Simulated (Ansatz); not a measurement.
Pulling on the O3–H4 bond in BeFHO (SMILES [OH][Be][F]) (multiplicity 1 held, fragments rigid). Energies count from the point at 0.954 Å.
Geometry at that point (charge 0, multiplicity 1):
```xyz
4

Be     0.029     0.015    -0.026
F      0.983     0.528    -0.895
O     -0.999    -0.467     0.825
H     -0.973    -1.072     1.561
```

Signs of static correlation in aug-cc-pVTZ, with CASSCF(4,3), from Ansatz (a first-principles code) runs.

```json
[
 {"R (Å)": "0.763", "T1 of restricted CCSD": "0.012", "⟨S²⟩ of UHF": "0.000", "largest double amplitude of restricted CCSD": "0.013", "weight of the CASSCF reference in MRCISD": "0.916", "CASSCF natural occupations": "2.00 1.99 0.01"},
 {"R (Å)": "0.858", "T1 of restricted CCSD": "0.013", "⟨S²⟩ of UHF": "0.000", "largest double amplitude of restricted CCSD": "0.013", "weight of the CASSCF reference in MRCISD": "0.915", "CASSCF natural occupations": "2.00 1.99 0.01"},
 {"R (Å)": "0.954", "T1 of restricted CCSD": "0.013", "⟨S²⟩ of UHF": "0.000", "largest double amplitude of restricted CCSD": "0.013", "weight of the CASSCF reference in MRCISD": "0.914", "CASSCF natural occupations": "2.00 1.98 0.02"},
 {"R (Å)": "1.049", "T1 of restricted CCSD": "0.013", "⟨S²⟩ of UHF": "0.000", "largest double amplitude of restricted CCSD": "0.014", "weight of the CASSCF reference in MRCISD": "0.913", "CASSCF natural occupations": "2.00 1.98 0.03"},
 {"R (Å)": "1.145", "T1 of restricted CCSD": "0.014", "⟨S²⟩ of UHF": "0.000", "largest double amplitude of restricted CCSD": "0.021", "weight of the CASSCF reference in MRCISD": "0.912", "CASSCF natural occupations": "2.00 1.96 0.04"},
 {"R (Å)": "1.288", "T1 of restricted CCSD": "0.015", "⟨S²⟩ of UHF": "0.000", "largest double amplitude of restricted CCSD": "0.015", "weight of the CASSCF reference in MRCISD": "0.912", "CASSCF natural occupations": "2.00 1.94 0.06"},
 {"R (Å)": "1.431", "T1 of restricted CCSD": "0.016", "⟨S²⟩ of UHF": "…", "largest double amplitude of restricted CCSD": "0.021", "weight of the CASSCF reference in MRCISD": "0.912", "CASSCF natural occupations": "2.00 1.90 0.10"},
 {"R (Å)": "1.669", "T1 of restricted CCSD": "0.018", "⟨S²⟩ of UHF": "0.702", "largest double amplitude of restricted CCSD": "0.108", "weight of the CASSCF reference in MRCISD": "0.913", "CASSCF natural occupations": "2.00 1.79 0.21"},
 {"R (Å)": "1.908", "T1 of restricted CCSD": "…", "⟨S²⟩ of UHF": "0.897", "largest double amplitude of restricted CCSD": "0.242", "weight of the CASSCF reference in MRCISD": "0.914", "CASSCF natural occupations": "2.00 1.63 0.37"},
 {"R (Å)": "2.194", "T1 of restricted CCSD": "0.034", "⟨S²⟩ of UHF": "0.971", "largest double amplitude of restricted CCSD": "0.408", "weight of the CASSCF reference in MRCISD": "0.916", "CASSCF natural occupations": "2.00 1.41 0.59"},
 {"R (Å)": "2.575", "T1 of restricted CCSD": "0.047", "⟨S²⟩ of UHF": "0.997", "largest double amplitude of restricted CCSD": "0.595", "weight of the CASSCF reference in MRCISD": "0.917", "CASSCF natural occupations": "2.00 1.21 0.79"},
 {"R (Å)": "3.052", "T1 of restricted CCSD": "0.053", "⟨S²⟩ of UHF": "1.005", "largest double amplitude of restricted CCSD": "0.734", "weight of the CASSCF reference in MRCISD": "0.917", "CASSCF natural occupations": "2.00 1.09 0.91"}
]
```

Problem. Complete the blanks.

Solution. 
- 1.431, ⟨S²⟩ of UHF: 0.146
- 1.908, T1 of restricted CCSD: 0.023

Doubts at one or more of the structures used: active orbitals that take no part (SC-NEVPT2 on CASSCF(4,3)/aug-cc-pVTZ); a restricted determinant that unrestricted orbitals would lower (R-CCSD(T)/aug-cc-pVTZ); other coupled-cluster roots lie near (R-CCSD(T)/aug-cc-pVTZ); T1 above 0.05 (R-CCSD(T)/aug-cc-pVTZ, U-CCSD(T)/aug-cc-pVTZ); a spin-contaminated determinant (U-CCSD(T)/aug-cc-pVTZ).
